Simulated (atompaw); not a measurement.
What one change does to a pseudopotential (P, PAW (atompaw))

P (Z = 15), PAW, made with atompaw 4.2.0.5 (LDA (PW92), scalar-relativistic). Core [Ne], reference 3s2 3p3. Waves: 3s (bound): rc 2.00 bohr; 3s channel at 0.1 Ry: rc 2.00 bohr; 3p (bound): rc 2.00 bohr; 3p channel at 0.7 Ry: rc 2.00 bohr; 3d channel at 0.1 Ry: rc 2.00 bohr. Local part: troulliermartins scheme with l = 3 at 0 Ry, radius 1.70 bohr. Core correction: smooth core density matched at 2.00 bohr. Augmentation charge: besselshape compensation charge, radius 1.80 bohr; PAW radius 2.00 bohr; waves and projectors: custom polynom gramschmidtortho.

Change: wave 3s (bound): rc 2.00 bohr becomes 3s (bound): rc 1.26 bohr.

Cutoffs: the cutoffs (Ry, on a coarse ladder) from which the occupation-weighted sum of valence levels, in a spherical-Bessel basis at the reference potential, stays within 10 and 1 mRy of its value at 400 Ry; they do not see the model core or the augmentation charge, which bear on the density cutoff.

Task: What does the change do?

Result: The potential gets harder (10 Ry and 15 Ry → 15 Ry and 40 Ry); the range in which the s phases agree narrows (upper end at the end of the scan → 2.7); neither file shows a bound ghost.

| quantity | base | changed |
| --- | --- | --- |
| cutoff, loose | 10 Ry | 15 Ry |
| cutoff, tight | 15 Ry | 40 Ry |
| bound ghosts | none | none |
| s: phases at 2.01 bohr within 0.05 rad from the reference energy up to (Ry; the scan ends near 5) | to the end of the scan | 2.7 |
| p: phases at 2.01 bohr within 0.05 rad from the reference energy up to (Ry; the scan ends near 5) | to the end of the scan | to the end of the scan |
| d: phases at 2.01 bohr within 0.05 rad from the reference energy up to (Ry; the scan ends near 5) | 0.8 | 0.8 |
| lowest overlap eigenvalue by channel | s 0.05, p 0.80, d 1.00 | s 0.00, p 0.80, d 1.00 |

 The cutoffs see the waves, projectors and local potential, not the compensation charge or the core.
